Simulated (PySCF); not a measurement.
Isomers of C2H14SSi4, one GFN2-xTB conformer each. Single-point energies are computed at PBE0/pcSseg-1 (PySCF, gas phase, no added dispersion term), electronic only.

Problem. Rank them by PBE0/pcSseg-1 energy, lowest first (kcal/mol).
A. `[CH3:1][Si@H:2]([SiH3:3])[CH2:4][SiH2:5][S:6][SiH3:7]` with C1–Si2–C4–Si5 -179°, Si2–C4–Si5–S6 54°, C4–Si5–S6–Si7 55°
B. `[SiH3:1][SiH2:2][CH2:3][CH2:4][SiH2:5][S:6][SiH3:7]` with Si1–Si2–C3–C4 -175°, Si2–C3–C4–Si5 -179°, C3–C4–Si5–S6 -170°, C4–Si5–S6–Si7 178°
C. `[SiH3:1][CH2:2][S:3][SiH2:4][CH:5]([SiH3:6])[SiH3:7]` with Si1–C2–S3–Si4 -174°, C2–S3–Si4–C5 -179°, S3–Si4–C5–Si6 -168°
D. `[SiH3:1][CH2:2][CH2:3][S:4][SiH2:5][SiH2:6][SiH3:7]` with Si1–C2–C3–S4 -178°, C2–C3–S4–Si5 -175°, C3–S4–Si5–Si6 -175°, S4–Si5–Si6–Si7 58°

Solution. A (0.0), B (14.2), C (28.1), D (33.7).

GFN2-xTB itself gives, in the same order: 2.2, 0.0, 18.5, 24.3. GFN2-xTB puts [SiH3][SiH2]CC[SiH2]S[SiH3] lowest instead; measured from each level's own lowest isomer, the values differ by up to 14.2 kcal/mol ([SiH3][SiH2]CC[SiH2]S[SiH3]: 0.0 against 14.2).

Problem. Which frontier levels, dipoles and rotational constants go with these structures?

Solution. 
```tsv
SMILES	HOMO (eV, PBE0/pcSseg-1)	LUMO (eV)	dipole (D)	A, B, C (MHz)
C[Si@H]([SiH3])C[SiH2]S[SiH3]	-7.22	-0.08	2.61	1402, 524.0, 461.8
[SiH3][SiH2]CC[SiH2]S[SiH3]	-7.23	-0.37	1.38	4789, 235.6, 228.1
[SiH3]CS[SiH2]C([SiH3])[SiH3]	-6.86	-0.29	1.08	2349, 372.4, 334.6
[SiH3]CCS[SiH2][SiH2][SiH3]	-6.77	-0.64	0.86	2665, 291.0, 273.7
```
